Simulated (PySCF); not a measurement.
**[La(H2O)3]3+: from a saddle point downhill**

PySCF 2.14.0, RKS PBE0, La lcecp-1-SVP with ECP46, O def2-SVP, H def2-SVP; non-relativistic Hamiltonian with scalar-relativistic core potentials where named; density fitting; no spin-orbit coupling. Relaxed within the symmetry of its start, the geometry (D3h) is

```xyz
10

La    0.0000    0.0000    0.0000
O     2.4159    0.0000    0.0000
H     3.0320    0.0000    0.7691
H     3.0320    0.0000   -0.7691
O    -1.2080    2.0922    0.0000
H    -1.5160    2.6258    0.7691
H    -1.5160    2.6258   -0.7691
O    -1.2079   -2.0922    0.0000
H    -1.5160   -2.6258    0.7691
H    -1.5160   -2.6258   -0.7691
```

and its lowest harmonic modes are -186, -173, -173, -47, 46, 46 cm⁻¹ (negative: unstable). It was moved along the lowest mode and relaxed again, within the group D3 that the move left.

Task: Where does it end, and how much lower?

Result: In D3, 0.127 eV lower, after 26 steps:
```xyz
10

La    0.0000    0.0000    0.0000
O     2.4013    0.0000    0.0000
H     3.0168    0.7621    0.1095
H     3.0169   -0.7621   -0.1095
O    -1.2006    2.0796    0.0000
H    -2.1684    2.2316    0.1095
H    -0.8485    2.9937   -0.1095
O    -1.2006   -2.0796    0.0000
H    -0.8484   -2.9937    0.1095
H    -2.1684   -2.2316   -0.1095
```

Task: How do the contacts change?

Result: 
```json
{"contact": "La1–O2 (H2O)", "saddle (Å)": "2.416", "end (Å)": "2.401"}
{"contact": "La1–O5 (H2O)", "saddle (Å)": "2.416", "end (Å)": "2.401"}
{"contact": "La1–O8 (H2O)", "saddle (Å)": "2.416", "end (Å)": "2.401"}
```


Task: Is the end a minimum?

Result: Yes, as far as the noise of the softest modes lets one tell (those above −25 cm⁻¹ count as noise); lowest modes -11, 67, 72, 72, 97, 97 cm⁻¹.

State: singlet in the valence, with the 4f electrons in the core potential.
